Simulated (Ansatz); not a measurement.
`N[SiH2]SS`, 9 atoms. Charge 0, multiplicity 1. All runs use 2 threads of an Arm Neoverse V2 on a shared host. Correlated methods freeze the cores.

(1) How many basis functions does each run have, and how long does it take in Ansatz? RKS CAM-B3LYP-D4/def2-TZVPP energy; RKS PBE0-D4/def2-TZVP relaxation (8 steps); RKS B97M-V/def2-TZVPP energy; RHF-CCSD(T)/def2-SVP energy; RHF-CCSD(T)/def2-TZVPP energy; RKS r2SCANh-D4/def2-TZVPP energy; RKS ωB97M-V/def2-QZVPP energy; RKS BHLYP-D4/def2-TZVPP energy; RKS PBE0-D4/def2-QZVPP energy; direct RPA on PBE orbitals/def2-TZVPP energy; RKS ωB97M-V/def2-SVP energy; RHF-MP2/def2-QZVPP energy. (Estimate.)

Answers

(1) Ansatz gave: Other jobs shared the machine, so times are rough.

```
                                level                   job  functions  wall time  peak host memory (GiB)
                 RHF-CCSD(T)/def2-SVP                energy         93      2.9 s                    0.42
              RKS BHLYP-D4/def2-TZVPP                energy        227      4.5 s                    0.58
          RKS CAM-B3LYP-D4/def2-TZVPP                energy        227      5.5 s                    0.63
direct RPA on PBE orbitals/def2-TZVPP                energy        227      6.5 s                    0.45
                 RKS ωB97M-V/def2-SVP                energy         93      7.5 s                    0.42
            RKS r2SCANh-D4/def2-TZVPP                energy        227        8 s                    0.58
                RKS B97M-V/def2-TZVPP                energy        227       13 s                    0.37
               RKS PBE0-D4/def2-QZVPP                energy        417       14 s                     1.3
                   RHF-MP2/def2-QZVPP                energy        417       24 s                       2
               RKS ωB97M-V/def2-QZVPP                energy        417       30 s                     1.6
                RKS PBE0-D4/def2-TZVP  relaxation (8 steps)        172       38 s                    0.43
               RHF-CCSD(T)/def2-TZVPP                energy        227      110 s                     3.4
```
